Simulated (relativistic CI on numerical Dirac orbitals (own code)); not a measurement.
# Nd²⁺: 4s photoemission

Computed with this model: Dirac-Coulomb-Breit CI, orbitals from a KLI potential per configuration, model QED (radiative potential, 1s self-energy scaled to tabulated hydrogen-like ionisation energies), valence Slater integrals scaled by 0.7, multiplet model of photoemission in the sudden approximation; configurations [Xe] 4f4 → [Ar] 3d10 4s 4p6 4d10 4f4 5s2 5p6; 80 K; Lorentzian 2.1 eV and Gaussian 0.7 eV FWHM. Energies are those of the free ion, without screening or charge transfer. The energies are binding energies and can lie tens of eV above those of solids. Without intra-shell correlation the exchange splitting of an s hole comes out too large, often by half or more. S is read from ⟨S²⟩ = S(S + 1).

free ion: ground-state S = 1.98, centroid 343.84 eV. Peaks (eV, height): 341.8 (100), 347.0 (66).

Strongest unbroadened transitions for free ion:

```tsv
Energy (eV)	Relative strength
341.79	100.0
341.90	36.8
344.09	0.0
344.78	0.3
344.89	1.1
345.24	0.0
345.39	0.1
345.48	0.1
345.84	0.1
345.85	0.0
346.79	2.8
346.94	75.6
347.16	6.2
347.22	1.1
347.51	0.0
347.67	0.1
348.11	1.3
348.58	0.1
```
